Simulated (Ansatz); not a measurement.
Species: SiBr4, charge 0, singlet. SiBr4 (SMILES Br[Si](Br)(Br)Br).
B3LYP-D3(BJ)/def2-TZVP minimum from Ansatz (a program for electronic structure):
```xyz
5

Br    -1.1859    -1.4793    -1.1334
Si     0.0000     0.0000     0.0000
Br    -1.1007     1.9130     0.0899
Br     1.9412     0.3140    -1.0061
Br     0.3454    -0.7477     2.0496
```

Atomisation energy term by term, kcal/mol (programs: Ansatz). Radicals and triplets start from unrestricted determinants; spin-orbit coupling is neglected. Correlated methods leave the cores frozen (noble-gas shells, and filled d and f shells in the p block). No relativity. CBS(X,Y): correlation extrapolated as X^-3, Hartree-Fock from the larger set. A bracket is a step between two methods taken in the basis named. Spin-orbit terms, left out, reach several kcal/mol for Br and I, and more for heavier atoms.

```
term                                     basis  kcal/mol
------------------  --------------------------  --------
Hartree-Fock                        def2-QZVPP    227.70
CCSD correlation    CBS(def2-TZVPP,def2-QZVPP)     88.76
(T)                 CBS(def2-TZVPP,def2-QZVPP)     11.78
CCSDT(Q) - CCSD(T)                    def2-SVP      0.31
sum: De                                            328.6
```
